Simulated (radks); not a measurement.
The thallium ion Tl2+, 79 electrons, occupied as [Xe] 4f14 5d10 6s1. All-electron calculation, scalar-relativistic Kohn-Sham, r2SCAN, spin-polarised, spherical densities, finite nucleus; open shells are filled with parallel spins first (spin-orbit coupling, left out, can overturn this in heavy ions); meta-GGA in the generalised Kohn-Sham scheme; Fermi nuclear charge, rms radius 5.4759 fm; hard spherical wall at 4 bohr. Program: a radial shooting solver on a logarithmic mesh with Libxc functionals.

Radial electron density D(r) = 4 pi r^2 rho(r):

| r (bohr) | D(r) (e/bohr) | spin D(r) |
|---|---|---|
| 0.001878 | 27.99 | 0.00306 |
| 0.002484 | 39.81 | 0.00425 |
| 0.003287 | 54.82 | 0.00565 |
| 0.004349 | 72.38 | 0.00706 |
| 0.005755 | 90.44 | 0.00806 |
| 0.007554 | 105.0 | 0.00800 |
| 0.009995 | 112.7 | 0.00628 |
| 0.01322 | 110.6 | 0.00296 |
| 0.0175 | 102.7 | -0.0000827 |
| 0.02315 | 101.1 | 0.000954 |
| 0.03063 | 117.0 | 0.00846 |
| 0.04021 | 142.8 | 0.0161 |
| 0.0532 | 152.5 | 0.0103 |
| 0.07039 | 132.7 | -0.00849 |
| 0.09313 | 119.6 | -0.00572 |
| 0.1232 | 138.1 | 0.0241 |
| 0.163 | 134.2 | 0.0150 |
| 0.214 | 91.74 | -0.000737 |
| 0.2832 | 82.82 | 0.0422 |
| 0.3747 | 94.75 | 0.00354 |
| 0.4957 | 64.86 | 0.0175 |
| 0.6559 | 32.84 | 0.156 |
| 0.861 | 24.34 | -0.00934 |
| 1.139 | 17.83 | -0.0814 |
| 1.507 | 9.272 | 0.439 |
| 1.994 | 3.679 | 0.770 |
| 2.639 | 1.036 | 0.440 |
| 3.491 | 0.09302 | 0.0534 |

D(r) has 4 maxima, at r = 0.0107, 0.0503, 0.140, 0.360 bohr, and minima at 0.0210, 0.0902, 0.255 bohr, inside which lie 1.88, 11.03, 30.00 electrons.
